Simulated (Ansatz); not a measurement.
Consider the formal exchange of groups at a Mg–C bond: `C[CH2][Mg][CH2]C` + `CC(C)=CF` → `C[CH2][Mg][F]` + `CCC=C(C)C`.

Calculated with Ansatz (gas phase, PBE0-D4/def2-TZVP geometries, no zero-point term in ΔE). CCSD(T)/CBS adds triple-zeta CCSD(T) − MP2 to the extrapolated MP2 energy (def2 sets, frozen cores). Functionals use def2-TZVPP. B3LYP here is the variant with VWN-RPA as its local correlation; programs differ in this. For Mg outer-core shells are correlated without core-valence functions, which leaves a few kJ/mol of doubt a bond. Each species was taken in one conformer, which may not be the lowest.

| level | ΔE (kJ/mol) | difference from CCSD(T)/CBS |
| --- | --- | --- |
| PBE-D4 | -245.3 | 17.1 |
| B3LYP-D4 | -256.4 | 6.0 |
| ωB97M-V | -254.0 | 8.4 |
| PBE | -240.6 | 21.8 |
| B3LYP | -249.4 | 13.0 |
| MP2/def2-TZVPP | -273.1 | -10.7 |
| SCS-MP2/def2-TZVPP | -267.4 | -5.0 |
| CCSD(T)/def2-TZVPP | -257.8 | 4.6 |
| HF/def2-QZVPP | -261.7 | 0.7 |
| SCS-MP2/def2-QZVPP | -271.8 | -9.4 |
| CCSD(T)/CBS | -262.4 | 0 |

Largest T1 diagnostic among the species: 0.011.

From PBE to PBE0 (25 % exact exchange), in def2-TZVPP and without D4, ΔE moves by −7.1 kJ/mol. The D4 term adds −7.0 kJ/mol with B3LYP and −4.1 kJ/mol with PBE0; it sums over pairs of atoms, weighted by their polarisabilities, and B3LYP, whose exchange is more repulsive, gets the larger term.
